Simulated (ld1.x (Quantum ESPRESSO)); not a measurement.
# Te, TM: configuration errors across variants

ld1.x (Quantum ESPRESSO) 7.5 input, shortened:

```
&input
   title='Te', zed=52., rel=2, dft='PBESOL', iswitch=3,
   config='[Kr] 4d10 5s1.5 5p4.5 5d-2', rel_dist='average'
 /
 &inputp
   pseudotype=2, tm=.true., lloc=2,
   nlcc=.false.
 /
3
5S  1  0   1.50   0.00  1.80  1.80  0.0
5P  2  1   4.50   0.00  2.15  2.15  0.0
5D  3  2  -2.00   0.30  1.95  1.95  0.0
 &test
   configts(1)='5s1.5 5p4.5'
 /
```

Open shells are filled in proportion to 2j + 1 (rel_dist='average').

All-electron excitation energies from the reference (eV): (1) 5s2 5p4 -4.600; (2) 5s2 5p3 5.174; (3) 5s2 5p2 23.168; (4) 5s2 5p1 50.153; (5) 5s2 5p3.5 -0.683; (6) 5s2 5p4.3 -6.078.

Tests that are not counted but printed errors over 1 eV. “base”: 5s2 5p0 (solver errors, printed error -53.8 eV). “all radii scaled by about 0.88 (s 1.60, p 1.90, d 1.72 bohr)”: 5s2 5p1 (solver errors, printed error -47.8 eV); 5s2 5p0 (solver errors, printed error -16.9 eV). “wave 5d channel at 0.3 Ry: rc 1.95 bohr becomes 5d channel at 0.16 Ry: rc 1.95 bohr”: 5s2 5p1 (solver errors, printed error -47.0 eV); 5s2 5p0 (solver errors, printed error -17.8 eV). “wave 5p (bound): rc 2.15 bohr becomes 5p (bound): rc 2.64 bohr”: 5s2 5p0 (solver errors, printed error -20.2 eV). “core correction a·sin(br)/r model core inside 0.84 bohr”: 5s2 5p0 (solver errors, printed error -9.0 eV).

4 further variants failed, have other tests or another functional or relativity, and are left out.

A true bound ghost makes a file unfit for plane-wave use even where its test errors are small: the radial tests pick states by their node count and pass the ghost by. Where a test does run into it, the solver fails or the error is huge.

Errors AE − PS in meV (a dash: test not solved or not reliable):

| change | (1) | (2) | (3) | (4) | (5) | (6) | bound ghosts |
| --- | --- | --- | --- | --- | --- | --- | --- |
| base | +0.7 | -4.9 | -24 | -52 | -0.8 | +0.6 | s, p3/2, p1/2 |
| all radii scaled by about 0.88 (s 1.60, p 1.90, d 1.72 bohr) | +1.8 | -2.9 | -13 | – | -0.2 | +2.3 | s, p3/2, p1/2 |
| wave 5d channel at 0.3 Ry: rc 1.95 bohr becomes 5d channel at 0.16 Ry: rc 1.95 bohr | +0.7 | -4.7 | -22 | – | -0.8 | +0.8 | s, p3/2, p1/2 |
| wave 5p (bound): rc 2.15 bohr becomes 5p (bound): rc 2.64 bohr | +1.5 | -5.6 | -32 | -82 | -0.3 | +1.6 | s, p1/2, p3/2 |
| core correction a·sin(br)/r model core inside 0.84 bohr | -2.7 | -2.4 | -14 | -53 | -1.8 | -3.3 | s, p3/2, p1/2 |
| wave 5d channel at 0.3 Ry: rc 1.95 bohr becomes 5d channel at 0.3 Ry: rc 1.68 bohr | +0.8 | -4.1 | -19 | – | -0.7 | +1.2 | s, p3/2, p1/2 |
| local potential the s channel | +0.8 | -4.0 | -19 | -49 | -0.7 | +1.2 | d3/2, d5/2 |

Q: Give the same row for: wave 5s (bound): rc 1.80 bohr becomes 5s (bound): rc 1.54 bohr.

A: +1.2, -4.0, -22, -48, 0.0, +1.1; bound ghosts: s, p3/2, p1/2.
